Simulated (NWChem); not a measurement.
Species: GeSiH₃F₃; SMILES F[Si](F)(F)[GeH3]

Q: Give the equilibrium geometry at PBE0/def2-SVP (NWChem) as a list of bonds and angles, with the point group.

A: point group C3v; any orientation.
Bonds (Å): F1–Si2 1.608, Si2–F3 1.608, Si2–F4 1.607, Si2–Ge5 2.357, Ge5–H6 1.535, Ge5–H7 1.535, Ge5–H8 1.535. Angles (°): F1–Si2–F3 106.9, F1–Si2–F4 106.9, F1–Si2–Ge5 111.9, F3–Si2–F4 106.9, F3–Si2–Ge5 111.9, F4–Si2–Ge5 111.9, Si2–Ge5–H6 109.0, Si2–Ge5–H7 109.0, Si2–Ge5–H8 109.0, H6–Ge5–H7 109.9, H6–Ge5–H8 109.9, H7–Ge5–H8 109.9.
